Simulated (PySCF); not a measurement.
Record of a relaxation.

Compound: NbSe(OH)3 (singlet state).
Bonds: Nb1–Se2, Nb1–O3, Nb1–O5, Nb1–O7. Hydrogens: H4 on O3; H6 on O5; H8 on O7.

Computed by this run: PBE0-D3(BJ)/def2-SVP geometry optimisation, gas phase, def2 core potentials past Kr (PySCF); density fitting, grid level 1; the optimiser is geomeTRIC in internal coordinates, started from a GFN2-xTB structure with every atom displaced at random (about 0.03 Å). The frame can shift and turn from step to step; on so coarse a grid that alone can change the energy by a few meV, and forces under 0.02 eV/Å are noise.

Step 0: E = -73067.0527 eV, largest atomic force 11.950 eV/Å
```
atom  x, y, z in Å  |  force x, y, z in eV/Å
Nb1     0.052   -0.078   -0.031   -5.672   4.171   4.323
Se2     0.024    0.009    2.272    0.239  -0.141   0.271
O3      1.676    0.272   -0.428   11.595   1.772  -2.282
H4      2.787    0.433   -0.418   -5.161  -0.722   0.049
O5     -1.136    1.356   -0.390   -0.611   0.765  -0.944
H6     -1.736    2.144   -0.397    1.113  -1.439   0.199
O7     -0.604   -1.672   -0.335   -1.017  -3.095  -1.700
H8     -0.925   -2.550   -0.355   -0.486  -1.312   0.086
```

Step 1: E = -73068.4915 eV, largest atomic force 2.575 eV/Å
```
atom  x, y, z in Å  |  force x, y, z in eV/Å
Nb1     0.021   -0.029    0.105   -0.749   0.515   1.410
Se2     0.044    0.020    2.418    0.062  -0.035  -0.458
O3      1.754    0.310   -0.443    2.474   0.205  -0.685
H4      2.752    0.439   -0.487   -2.348  -0.297   0.277
O5     -1.133    1.360   -0.405    0.262  -0.332  -0.415
H6     -1.714    2.124   -0.472    0.171  -0.223   0.209
O7     -0.636   -1.706   -0.359    0.189   0.339  -0.483
H8     -0.949   -2.603   -0.441   -0.061  -0.173   0.146
```

Step 2: E = -73068.5707 eV, largest atomic force 2.936 eV/Å
```
atom  x, y, z in Å  |  force x, y, z in eV/Å
Nb1     0.015   -0.007    0.178    0.302  -0.387   0.108
Se2     0.070    0.031    2.450    0.020   0.023   0.538
O3      1.734    0.297   -0.462   -2.872  -0.380  -0.203
H4      2.639    0.399   -0.501    2.916   0.341   0.043
O5     -1.097    1.330   -0.418   -0.199   0.225  -0.466
H6     -1.673    2.086   -0.490   -0.162   0.205   0.151
O7     -0.622   -1.660   -0.375   -0.019  -0.078  -0.351
H8     -0.928   -2.563   -0.467    0.015   0.051   0.179
```

Step 3: E = -73068.6590 eV, largest atomic force 0.342 eV/Å
```
atom  x, y, z in Å  |  force x, y, z in eV/Å
Nb1     0.011   -0.008    0.181    0.073  -0.005   0.302
Se2     0.074    0.031    2.472    0.006   0.004   0.049
O3      1.725    0.286   -0.475    0.178  -0.028  -0.290
H4      2.680    0.391   -0.501   -0.216  -0.017   0.183
O5     -1.108    1.337   -0.430    0.009  -0.022  -0.296
H6     -1.688    2.095   -0.484   -0.055   0.070   0.172
O7     -0.625   -1.657   -0.386    0.007   0.002  -0.291
H8     -0.932   -2.561   -0.461   -0.003  -0.004   0.172
```

Step 4: E = -73068.6849 eV, largest atomic force 0.309 eV/Å
```
atom  x, y, z in Å  |  force x, y, z in eV/Å
Nb1     0.011   -0.006    0.177   -0.043   0.096   0.290
Se2     0.084    0.034    2.473    0.000  -0.002  -0.119
O3      1.722    0.273   -0.498    0.132  -0.013  -0.236
H4      2.678    0.374   -0.482   -0.168  -0.010   0.167
O5     -1.109    1.343   -0.449    0.073  -0.089  -0.208
H6     -1.692    2.103   -0.460    0.001  -0.002   0.176
O7     -0.624   -1.651   -0.405    0.011   0.034  -0.240
H8     -0.932   -2.557   -0.441   -0.006  -0.015   0.170
```

Step 5: E = -73068.7434 eV, largest atomic force 0.573 eV/Å
```
atom  x, y, z in Å  |  force x, y, z in eV/Å
Nb1     0.009    0.030    0.071   -0.155  -0.001  -0.461
Se2     0.174    0.074    2.366   -0.053  -0.003  -0.227
O3      1.693    0.164   -0.741    0.397   0.204   0.359
H4      2.508    0.221   -0.225    0.030   0.010  -0.198
O5     -1.101    1.377   -0.643   -0.034   0.150   0.450
H6     -1.607    2.034   -0.144    0.049  -0.060  -0.174
O7     -0.635   -1.589   -0.606   -0.152  -0.075   0.209
H8     -0.902   -2.397   -0.163   -0.083  -0.225   0.042
```

Step 6: E = -73068.7967 eV, largest atomic force 0.203 eV/Å
```
atom  x, y, z in Å  |  force x, y, z in eV/Å
Nb1     0.014    0.003    0.099   -0.155   0.090   0.096
Se2     0.121    0.050    2.391   -0.012  -0.006  -0.177
O3      1.726    0.229   -0.618    0.080   0.036  -0.065
H4      2.644    0.319   -0.347   -0.061   0.002   0.058
O5     -1.105    1.367   -0.544    0.074  -0.041   0.005
H6     -1.667    2.105   -0.286    0.092  -0.118   0.066
O7     -0.645   -1.638   -0.501   -0.024   0.014  -0.092
H8     -0.950   -2.520   -0.277    0.006   0.024   0.109
```

Step 7: E = -73068.8185 eV, largest atomic force 0.137 eV/Å
```
atom  x, y, z in Å  |  force x, y, z in eV/Å
Nb1     0.014    0.002    0.064   -0.108   0.071   0.045
Se2     0.128    0.051    2.353   -0.012  -0.006  -0.132
O3      1.731    0.219   -0.657    0.052   0.036  -0.011
H4      2.619    0.308   -0.300   -0.015   0.006   0.013
O5     -1.098    1.376   -0.575    0.049  -0.036   0.041
H6     -1.638    2.090   -0.221    0.055  -0.070   0.019
O7     -0.660   -1.638   -0.533   -0.021  -0.012  -0.041
H8     -0.959   -2.493   -0.214    0.000   0.010   0.067
```

Step 8: E = -73068.8254 eV, largest atomic force 0.063 eV/Å
```
atom  x, y, z in Å  |  force x, y, z in eV/Å
Nb1     0.016   -0.002    0.025   -0.014   0.020  -0.059
Se2     0.130    0.048    2.308   -0.004  -0.003  -0.004
O3      1.738    0.218   -0.695   -0.002   0.013   0.052
H4      2.593    0.312   -0.262    0.021   0.006  -0.035
O5     -1.093    1.381   -0.601    0.013  -0.007   0.047
H6     -1.604    2.064   -0.156   -0.002  -0.001  -0.021
O7     -0.676   -1.645   -0.560   -0.004  -0.014   0.005
H8     -0.967   -2.460   -0.142   -0.010  -0.012   0.014
```

Step 9: E = -73068.8264 eV, largest atomic force 0.026 eV/Å
```
atom  x, y, z in Å  |  force x, y, z in eV/Å
Nb1     0.016   -0.004    0.028    0.005   0.004   0.001
Se2     0.127    0.045    2.312   -0.001  -0.001  -0.013
O3      1.739    0.223   -0.687   -0.007   0.004   0.024
H4      2.604    0.321   -0.276    0.006   0.004  -0.020
O5     -1.093    1.378   -0.594    0.002   0.000   0.009
H6     -1.609    2.069   -0.168   -0.001  -0.002  -0.004
O7     -0.675   -1.648   -0.552    0.000  -0.012  -0.017
H8     -0.970   -2.469   -0.148   -0.003   0.003   0.020
```

Step 10: E = -73068.8267 eV, largest atomic force 0.025 eV/Å
```
atom  x, y, z in Å  |  force x, y, z in eV/Å
Nb1     0.016   -0.006    0.027    0.010   0.005   0.002
Se2     0.125    0.042    2.310    0.002   0.001   0.007
O3      1.739    0.227   -0.687   -0.013  -0.005   0.014
H4      2.608    0.328   -0.286    0.001   0.003  -0.014
O5     -1.093    1.377   -0.592    0.000  -0.002  -0.004
H6     -1.611    2.068   -0.168   -0.003   0.001   0.001
O7     -0.676   -1.651   -0.549    0.005  -0.010  -0.023
H8     -0.971   -2.470   -0.139   -0.002   0.006   0.018
```

**Question.** Summarise the path.

**Answer.** The energy falls by 171.17 kJ/mol from step 0 to step 10; nine tenths of that is first reached at step 3. It falls at every step. The largest force goes from 11.950 to 0.025 eV/Å. Among the bonds Nb1–O3 changes most, from 1.708 to 1.879 Å; the atoms move by 0.207 Å rms after alignment.

**Question.** Follow the three bonds and two angles with the largest change from start to end.

**Answer.** 
```
step  E above end (kJ/mol)  largest force (eV/Å)  Nb1–O3 (Å)  O3–H4 (Å)  Nb1–O7 (Å)  Nb1–O5–H6 (°)  Nb1–O7–H8 (°)
   0                171.17                11.950       1.708      1.123       1.751          169.2          171.0
   1                 32.34                 2.575       1.849      1.008       1.861          168.0          170.3
   2                 24.70                 2.936       1.858      0.912       1.856          165.2          168.0
   3                 16.18                 0.342       1.859      0.962       1.856          163.8          166.5
   4                 13.69                 0.309       1.860      0.961       1.857          160.9          163.7
   5                  8.04                 0.573       1.874      0.967       1.870          126.7          131.2
   6                  2.90                 0.203       1.870      0.961       1.868          144.4          147.7
   7                  0.80                 0.137       1.874      0.962       1.871          138.5          141.9
   8                  0.13                 0.063       1.880      0.962       1.876          132.9          136.0
   9                  0.03                 0.026       1.879      0.962       1.875          134.3          137.0
  10                  0.00                 0.025       1.879      0.962       1.876          134.6          136.8
```

What follows is the cost of the whole optimisation. The run took 82 s on Arm Neoverse V2, one thread, shared host with 96 logical CPUs at a one-minute load of 34, and the process peaked at 0.49 GiB of memory.
